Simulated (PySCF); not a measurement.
# Predicted spectroscopic data

One averaged value for each set of equivalent atoms, one conformer, in vacuum, non-relativistic Hamiltonian. GFN2-xTB structure; shielding tensors at PBE0/pcSseg-1 (GIAO); PySCF 2.14.

Scale: TMS for ¹H (σ = 31.72 ppm) and ¹³C (σ = 186.93 ppm) (reference shieldings calculated alike). Splittings of carbon signals by F and P are missing where no couplings were computed. Where no couplings were computed, multiplicities follow the n + 1 count of equivalent neighbours, and m marks all less simple cases (inequivalent or close neighbours, rings, F or P nearby). Shifts are as computed. Against solution values, carbons near 30 ppm lie about +3 ppm off and those near 130 ppm about +5 ppm; carbons on Cl a further +6 ppm. Of 1211 compounds with measured shifts, 218 miss one by over three times the rms of a fit or turn the order of signals round; such compounds aren't used in these exercises. Carbons bonded to Cl come out too deshielded.

**1.** `InChI=1S/C7H11P/c1-5-6(2)8(5)7-3-4-7/h7H,3-4H2,1-2H3`. ¹H NMR (500 MHz, computed): δ 2.52 (m, 6H), 0.41 (m, 2H), 0.16 (m, 2H), -0.54 (m, 1H). ¹³C{¹H} NMR (computed): δ 133.7, 20.0, 15.0, 3.2.

**2.** SMILES C[C@H](F)C(C)(C)C(=O)Cl, C₆H₁₀ClFO. ¹H NMR (500 MHz, computed): δ 4.95 (m, 1H), 1.52 (s, 3H), 1.38 (m, 3H), 1.33 (s, 3H). ¹³C{¹H} NMR (computed): δ 191.5 (C), 95.3 (CH), 57.1 (C), 27.8 (CH3), 20.0 (CH3), 18.0 (CH3).
